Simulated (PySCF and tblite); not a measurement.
Values are calculated unless marked as measured or tabulated.
C₅H₁₀OS, numbered as in [CH3:1][C@@H:2]1[CH2:3][CH2:4][CH2:5][S@@:6]1=[O:7]: conformational analysis

The ensemble was built from 60 distance-geometry starts (ETKDG and KDG, MMFF94s, GFN2-xTB) and rests on GFN2-xTB geometries. Free energies are PBE0-D3(BJ)/pcSseg-1 single points with GFN2-xTB rigid-rotor and vibrational terms (modes under about 100 cm⁻¹ blended into free rotors). Symmetry numbers and mirror images are counted. Conformers within 2.5 kcal/mol (GFN2-xTB free energy) were kept, 3 at most. GIAO shieldings: PBE0/pcSseg-1. TDDFT excitations: PBE0/def2-SVPD. Shifts are against TMS (¹H), TMS (¹³C) at the same level; of two unlike H on one atom, a is the less shielded. Codes: tblite and PySCF.

The 5-ring runs over atoms 2–3–4–5–6.

```json
{"conformer": "1", "shape": "5-ring between envelope and twist (ring torsions 51, -34, 8, 20, -44°)", "symmetry": "C1", "E(GFN2) kcal/mol": "0.00", "E(DFT) kcal/mol": "0.00", "G(298.15 K) kcal/mol": "0.00", "weight %": "73.0", "dipole D": "3.95"}
{"conformer": "2", "shape": "5-ring envelope (ring torsions -49, 49, -29, 2, 26°)", "symmetry": "C1", "E(GFN2) kcal/mol": "0.84", "E(DFT) kcal/mol": "0.67", "G(298.15 K) kcal/mol": "0.59", "weight %": "27.0", "dipole D": "3.84"}
```

Weights (%) against temperature:

```json
{"T (K)": "100", "1": "96.4", "2": "3.6", "S(mix) cal/mol/K": "0.31"}
{"T (K)": "220", "1": "80.1", "2": "19.9", "S(mix) cal/mol/K": "0.99"}
{"T (K)": "298.15", "1": "73.0", "2": "27.0", "S(mix) cal/mol/K": "1.16"}
{"T (K)": "350", "1": "69.7", "2": "30.3", "S(mix) cal/mol/K": "1.22"}
{"T (K)": "600", "1": "61.4", "2": "38.6", "S(mix) cal/mol/K": "1.33"}
```

Averaged shifts at 298.15 K. ¹H: 3.23 (H5a, 1H), 2.35 (H4a, 1H), 2.34 (H5b, 1H), 2.27 (H2, 1H), 1.92 (H3a, 1H), 1.92 (H3b, 1H), 1.57 (H4b, 1H), 1.36 (H1, 3H) ppm. ¹³C: 65.2 (C5), 62.5 (C2), 38.3 (C3), 29.9 (C4), 12.3 (C1) ppm.

Coordinates of conformer 1 (Å):

```xyz
17

C     2.146    0.168    0.341
C     0.817   -0.438   -0.049
C    -0.024    0.418   -0.979
C    -1.436   -0.152   -0.916
C    -1.785   -0.242    0.558
S    -0.228   -0.665    1.494
O     0.038    0.494    2.350
H     1.970    1.022    0.993
H     2.693    0.502   -0.539
H     2.756   -0.552    0.881
H     0.934   -1.446   -0.454
H    -0.023    1.448   -0.618
H     0.371    0.408   -1.996
H    -2.149    0.477   -1.451
H    -1.451   -1.146   -1.368
H    -2.103    0.715    0.967
H    -2.534   -1.000    0.777
```

Coordinates of conformer 2 (Å):

```xyz
17

C     2.006   -0.044    0.028
C     0.723    0.205   -0.736
C    -0.229    1.180   -0.045
C    -1.205    0.358    0.788
C    -1.709   -0.726   -0.140
S    -0.183   -1.442   -0.911
O     0.385   -2.342    0.093
H     1.784   -0.489    0.996
H     2.553    0.885    0.180
H     2.642   -0.739   -0.517
H     0.941    0.518   -1.758
H     0.325    1.885    0.577
H    -0.786    1.752   -0.791
H    -0.684   -0.104    1.629
H    -2.018    0.971    1.179
H    -2.236   -1.531    0.365
H    -2.317   -0.324   -0.948
```

Shifts are unscaled: against experiment ¹³C can be off by 15 ppm or more and ¹H by 0.8 ppm.

Search and properties took 3.1 min on 1 thread of Arm Neoverse N1, on a host shared with other jobs (rough), launched as `OMP_NUM_THREADS=1 python ens_run.py task.json out`.


Conformer gaps in pcSseg-1 on xTB geometries can be 2 kcal/mol off for S=O, P=O and other polar bonds.